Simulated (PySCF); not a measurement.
FGeH3Zn, SMILES [F][Zn][GeH3]. Atoms are numbered in the order given.

```xyz
6

Zn     0.0000     0.0000    -0.9275
F      0.0000     0.0000    -2.6792
Ge     0.0000     0.0000     1.4362
H      1.2443     0.7184     1.9929
H     -1.2443     0.7184     1.9929
H      0.0000    -1.4368     1.9929
```
Charge 0, spin multiplicity 1.

The structure is a stationary point at PBE0-D3(BJ)/def2-SVP. The structure was generated by enumeration; whether it is a known compound was not checked.

Two levels are set side by side: PBE/pcSseg-1 (PySCF) and PBE0/pcSseg-1 (PySCF). GIAO shifts against CFCl3 (¹⁹F), GeH4 (⁷³Ge), TMS (¹H) at the same level; non-relativistic, no solvent, atoms listed together averaged. Differences are taken from unrounded values.

```tsv
quantity	PBE
δ(¹⁹F) of F2 (ppm)	-162.4
δ(⁷³Ge) of Ge3 (ppm)	-78.4
δ(¹H) of H4, H5, H6 (ppm)	3.72
```

Task: These are the PBE values. What does PBE0 give? (Estimate from the structure and the level; the computed values follow.)

Result: 
| quantity | PBE0 | PBE minus PBE0 |
|---|---|---|
| δ(¹⁹F) of F2 (ppm) | -178.1 | 15.6 |
| δ(⁷³Ge) of Ge3 (ppm) | -90.2 | 11.8 |
| δ(¹H) of H4, H5, H6 (ppm) | 3.62 | 0.09 |

Rough cost on one machine, each run with all the roots and properties that it gave: PBE0 against PBE within a factor of 2.
